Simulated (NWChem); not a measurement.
CH4Cl2Si; SMILES C[SiH](Cl)Cl

```xyz
8

Si    -0.3370     0.4439     0.0000
C     -2.0291    -0.3437     0.0000
Cl     0.7102    -0.1437    -1.6928
Cl     0.7102    -0.1437     1.6928
H     -0.3680     1.9216     0.0000
H     -2.5908    -0.0365    -0.8894
H     -2.5908    -0.0365     0.8894
H     -1.9523    -1.4357     0.0000
```
Atoms are numbered in this order, from 1.

All runs: NWChem. Geometry optimised at B3LYP/6-31G*; all other runs use it. Pople sets run with spherical d functions.

```tsv
quantity	level	value
vertical, lowest excitation, singlet (eV)	CAM-B3LYP/def2-SVPD, TDA	7.74
dipole in solution (D) in water	B3LYP/6-31G*, SMD	3.21
−ε(HOMO) (eV)	PBE/def2-SVP	…
anisotropy (bohr³), static	CAM-B3LYP/def2-SVPD	…
dipole (D)	B3LYP/6-31G*	2.52
highest harmonic frequency (cm⁻¹)	B3LYP/6-31G*	…
```

Problem. Some entries are withheld; supply them.

Solution. 
- −ε(HOMO) (eV), value: 7.31
- anisotropy (bohr³), static, value: 12.8
- highest harmonic frequency (cm⁻¹), value: 3143
